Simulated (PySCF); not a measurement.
S: excitation energy

S [Ne] 3s2 3p4 (3P) → S [Ne] 3s2 3p3 4s1 (5S), as a difference of total energies. Computed with PySCF 2.14 in dyall-av3z (19s12p3d2f, 84 functions), with no relativity, point nucleus. Correlated levels: valence: [Ne] frozen; virtual orbitals above 40 to 60 times the deepest correlated orbital energy dropped. The calculations carry no spin-orbit coupling.

```
           method  excitation energy (eV)  error (eV)
              UHF                   5.931      -0.569
              LDA                   6.692      +0.192
              PBE                   6.653      +0.153
             PBE0                   6.705      +0.205
           r2SCAN                   6.813      +0.313
        BHandHLYP                   6.856      +0.356
            TPSSh                   6.877      +0.377
             BLYP                   6.788      +0.288
           B2PLYP                   6.737      +0.237
    MP2 (valence)                   6.386      -0.114
SCS-MP2 (valence)                   6.582      +0.082
```

Reference: 6.500 eV (measured; NIST levels, between the centres of gravity of the two terms).

Errors of the correlated levels include the incompleteness of this basis and the frozen core.

The promoted electron is Rydberg-like, and one or two diffuse shells describe it only roughly, which tends to raise the upper state.
